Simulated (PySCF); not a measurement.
A GIAO shielding run with PySCF 2.14 (density fitting, non-relativistic, gas phase) on `ClC1=CC[C@@H](C)[SiH2]S1`, C$_{5}$H$_{9}$ClSSi:

```
$ OMP_NUM_THREADS=1 python probes_run.py task.json out

{"job": {"kind": "nmr", "xc": "PBE0", "basis": "pcSseg-1"}, "charge": 0, "multiplicity": 1}
C     -2.109286     0.508323    -0.185843
C     -0.603348     0.339717    -0.369960
C     -0.186960    -1.121812    -0.115603
C      1.241840    -1.351907    -0.491956
C      2.259269    -0.748572     0.112137
Cl     3.892514    -1.050954    -0.370207
S      2.098618     0.372515     1.464107
Si     0.385788     1.498432     0.775354
H     -2.654446    -0.138626    -0.871370
H     -2.404171     1.536950    -0.378983
H     -2.403764     0.253993     0.829697
H     -0.365010     0.571293    -1.413981
H     -0.331286    -1.350625     0.945311
H     -0.824444    -1.790915    -0.695878
H      1.449061    -2.016152    -1.317324
H      0.867925     2.679790     0.065691
H     -0.319298     1.820577     2.008899
```

Hardware: 1 thread of an Arm Neoverse N1, shared host. The job also computes population analyses, field gradients, ring-centre shieldings.

Q: How large is the calculation?

A: 86 electrons, 202 basis functions and 1116 auxiliary functions.

Q: How long does it take, and how much memory does it need?

A: 84 s of wall time, with 14 SCF cycles and 5 response iterations; peak memory 0.92 GiB. Times on a shared host scatter by some tens of per cent.
